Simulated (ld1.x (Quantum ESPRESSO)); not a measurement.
# Ranking TM potentials for sulfur

All share these settings but for the change named:

S, norm-conserving Troullier–Martins (Kleinman–Bylander form), made with ld1.x (Quantum ESPRESSO) 7.5 (Wu–Cohen, scalar-relativistic). Core [Ne], reference 3s2 3p4. Waves: 3p (bound): rc 1.55 bohr; 3d channel at 0.4 Ry: rc 1.55 bohr; 3s (bound): rc 1.35 bohr. Local part: the s channel. Core correction: a·sin(br)/r model core inside 1.00 bohr.

Test errors are all-electron minus pseudo excitation energies from the reference, over 3s2 3p3; 3s2 3p2; 3s2 3p1; 3s2 3p4.3; 3s1 3p4; 3s1 3p5; 3s2 3p3.5. None of these files shows a bound ghost.

The base gives 77.3 meV.

Of 10 variants that were run, those that failed, showed a ghost or another fault, or gave nearly equal values are left out.

A variant can come out equal or close to the base, since the largest error may sit in a test that the change hardly touches while other tests move.

Task: Rank these variants by their largest absolute test error, smallest first.
A. wave 3s (bound): rc 1.35 bohr becomes 3s (bound): rc 1.86 bohr
B. wave 3s (bound): rc 1.35 bohr becomes 3s (bound): rc 1.50 bohr
C. wave 3s (bound): rc 1.35 bohr becomes 3s (bound): rc 2.04 bohr
D. wave 3s (bound): rc 1.35 bohr becomes 3s (bound): rc 1.78 bohr
E. wave 3s (bound): rc 1.35 bohr becomes 3s (bound): rc 1.62 bohr

Result: B (81.1 meV), E (93.0 meV), D (124.8 meV), A (149.1 meV), C (197.0 meV).
